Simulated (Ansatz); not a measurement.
The same hydrolysis along the group B, Al, Ga, In.

Program: Ansatz. Geometries: PBE0-D4/def2-TZVP. ΔE: electronic, gas phase. CCSD(T)/CBS is the MP2 limit (def2-TZVPP, def2-QZVPP) plus CCSD(T) − MP2 in def2-TZVPP, frozen cores. This one scheme is used for every species. Functionals use def2-TZVPP. Elements past krypton have def2 core potentials. For Ga, In outer-core shells are correlated without core-valence functions, which leaves a few kJ/mol of doubt a bond. Scalar relativity is left out up to krypton. One conformer a species, not always the lowest.

| reaction | CCSD(T)/CBS(def2) (kcal/mol) |
| --- | --- |
| `OB(O)S` + H₂O → `OB(O)O` + H₂S | ? |
| `[OH][Al]([OH])[SH]` + H₂O → `[OH][Al]([OH])[OH]` + H₂S | -5.7 |
| `[OH][Ga]([OH])[SH]` + H₂O → `[OH][Ga]([OH])[OH]` + H₂S | 8.6 |
| `[OH][In]([OH])[SH]` + H₂O → `[OH][In]([OH])[OH]` + H₂S | 16.2 |

(1) Fill in the missing values. (Best estimate.)

Largest T1 diagnostic: 0.017, for `[OH][In]([OH])[OH]`.

Answers

(1) Computed: `OB(O)S` + H₂O → `OB(O)O` + H₂S: -16.4 kcal/mol.
